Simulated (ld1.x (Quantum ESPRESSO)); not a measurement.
**Before and after: TM potential for Tl (Z = 81)**

| Property | Result |
| --- | --- |
| Element | Tl |
| Generator | ld1.x (Quantum ESPRESSO) 7.5 |
| Type | norm-conserving Troullier–Martins (Kleinman–Bylander form) |
| Functional | PBE |
| Relativity | scalar-relativistic |
| Frozen core | [Xe] 4f14 5d10 |
| Valence charge | 3 |
| Reference configuration | 6s2 6p0.75 (charge +0.25) |
| Partial waves | 6s (bound): rc 1.85 bohr; 6p (bound): rc 2.90 bohr |
| Local potential | the p channel |
| Core correction | none |

All-electron outer shells of the reference configuration (PBE, scalar-relativistic, ld1.x):

| shell | level (eV) | outermost node (bohr) | outermost maximum (bohr) |
| --- | --- | --- | --- |
| 5d | -17.12 | 0.53 | 1.11 |
| 6s | -11.09 | 1.04 | 2.08 |
| 6p | -3.69 | 1.23 | 2.87 |

Change: functional LDA (PZ).

Cutoffs: the cutoffs (Ry, on a coarse ladder) from which the occupation-weighted sum of valence levels, in a spherical-Bessel basis at the reference potential, stays within 10 and 1 mRy of its value at 400 Ry; they do not see the model core or the augmentation charge, which bear on the density cutoff. Errors are all-electron minus pseudo energies relative to the spin-unpolarised reference configuration.

Q: Predict the effect on cutoff, ghosts and configuration errors.

A: The potential gets neither clearly harder nor softer (21 Ry and 45 Ry → 21 Ry and 45 Ry); the number of tests with a reliable result goes from 7 to 9; of the 7 tests that both files solve, the error grows in 2 and shrinks in 5 by more than 15 % and 0.3 meV (median size 9.5 → 17.4 meV); neither file shows a bound ghost.

| quantity | base | changed |
| --- | --- | --- |
| cutoff, loose | 21 Ry | 21 Ry |
| cutoff, tight | 45 Ry | 45 Ry |
| bound ghosts | none | none |
| error for 6s2 6p1, meV [ΔE -0.76 → -0.81 eV] | +2.7 | +1.4 |
| error for 6s2 6p0, meV [ΔE 4.41 → 4.60 eV] | +34 | +17 |
| error for 6s1 6p0, meV [ΔE 25.19 → 25.80 eV] | +106 | +132 |
| error for 6s2 6p0.5, meV [ΔE 1.10 → 1.16 eV] | +2.6 | +0.9 |
| error for 6s2 6p1.3, meV [ΔE -1.25 → -1.36 eV] | +9.5 | +4.6 |
| error for 6s1 6p1, meV [ΔE 12.69 → 12.98 eV] | -0.2 | +18 |
| error for 6s1 6p2, meV [ΔE 6.65 → 6.67 eV] | +58 | +32 |
| s: phases at 3.16 bohr within 0.05 rad from the reference energy up to (Ry; the scan ends near 5) | 1.1 | 1.0 |
| p: phases at 3.16 bohr within 0.05 rad from the reference energy up to (Ry; the scan ends near 5) | 2.2 | 2.1 |
